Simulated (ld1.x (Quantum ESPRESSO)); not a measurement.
# What one change does to a pseudopotential (nitrogen, PAW)

N, PAW, made with ld1.x (Quantum ESPRESSO) 7.5 (LDA (PZ), scalar-relativistic). Core [He], reference 2s2 2p2.5 (charge +0.5). Waves: 2s (bound): rcut 0.65, rcutus 0.80 bohr; 2s channel at -1.15 Ry: rcut 0.65, rcutus 0.80 bohr; 2p (bound): rcut 1.75, rcutus 2.35 bohr; 2p channel at 0.15 Ry: rcut 1.75, rcutus 2.35 bohr. Local part: all-electron potential smoothed inside 1.95 bohr (lloc = -2). Core correction: a·sin(br)/r model core, default radius (ld1.x builds one for every PAW set, though the input has nlcc=.false.). Augmentation charge: PSQ, inside the norm-conserving radii.

Change: waves 2s (bound): rcut 0.65, rcutus 0.86 bohr; 2s channel at -1.15 Ry: rcut 0.65, rcutus 0.86 bohr.

Cutoffs: the cutoffs (Ry, on a coarse ladder) from which the occupation-weighted sum of valence levels, in a spherical-Bessel basis at the reference potential, stays within 10 and 1 mRy of its value at 400 Ry; they do not see the model core or the augmentation charge, which bear on the density cutoff. Errors are all-electron minus pseudo energies relative to the spin-unpolarised reference configuration.

Task: Predict the effect on cutoff, ghosts and configuration errors.

Result: The potential gets softer (50 Ry and 70 Ry → 40 Ry and 55 Ry); of the 9 tests that both files solve, the error grows in 2 and shrinks in 1 by more than 15 % and 0.3 meV (median size 4.5 → 4.5 meV); neither file shows a bound ghost. A larger radius leaves more room for a smooth pseudo-wave, so fewer plane waves are needed.

```csv
quantity,base,changed
"cutoff, loose",50 Ry,40 Ry
"cutoff, tight",70 Ry,55 Ry
loose cutoff by channel (10 mRy a level),"s 45 Ry, p 10 Ry","s 35 Ry, p 10 Ry"
bound ghosts,none,none
"error for 2s2 2p3, meV [ΔE -5.17 eV]",-0.8,-0.8
"error for 2s2 2p2, meV [ΔE 8.57 eV]",-2.6,-2.8
"error for 2s2 2p1, meV [ΔE 37.53 eV]",-28,-29
"error for 2s0 2p5, meV [ΔE 17.29 eV]",-4.5,-4.5
"error for 2s1 2p4, meV [ΔE 6.04 eV]",-2.0,-2.0
"error for 2s2 2p0, meV [ΔE 84.70 eV]",-38,-25
"error for 2s2 2p3.3, meV [ΔE -6.83 eV]",-1.5,-1.4
"error for 2s2 2p2.5 (spin-polarised), meV [ΔE -2.31 eV]",+14,+17
"error for 2s2 2p3 (spin-polarised), meV [ΔE -8.06 eV]",+12,+15
s: phases at 2.55 bohr within 0.05 rad from the reference energy up to (Ry; the scan ends near 5),to the end of the scan,to the end of the scan
p: phases at 2.55 bohr within 0.05 rad from the reference energy up to (Ry; the scan ends near 5),to the end of the scan,to the end of the scan
lowest overlap eigenvalue by channel,"s 0.44, p 0.18","s 0.09, p 0.18"
```
